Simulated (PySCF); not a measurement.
**How methods differ on the excitation energy of Sb⁺**

Sb⁺ [Kr] 4d10 5s2 5p2 (3P) → Sb⁺ [Kr] 4d10 5s1 5p3 (5S), as a difference of total energies. Calculation: PySCF 2.14, in aug-cc-pVTZ-PP with ECP28MDF (6s5p4d2f, 55 functions); scalar relativity through the core potential. Correlated levels: valence: 4s2 4p6 4d10 frozen. The calculations carry no spin-orbit coupling.

| method | excitation energy (eV) |
| --- | --- |
| UHF | 4.120 |
| MP2 (valence) | 4.933 |
| SCS-MP2 (valence) | 5.292 |
| CCSD (valence) | 5.149 |
| CCSD(T) (valence) | 5.181 |

Errors of the correlated levels include the incompleteness of this basis and the frozen core.

Question: Which method comes closest to the reference value, and which is furthest?

Answer: The reference is 5.897 eV (measured; NIST levels, between the centres of gravity of the two terms). Closest: SCS-MP2 (valence) (error -0.605 eV); furthest: UHF (error -1.777 eV).
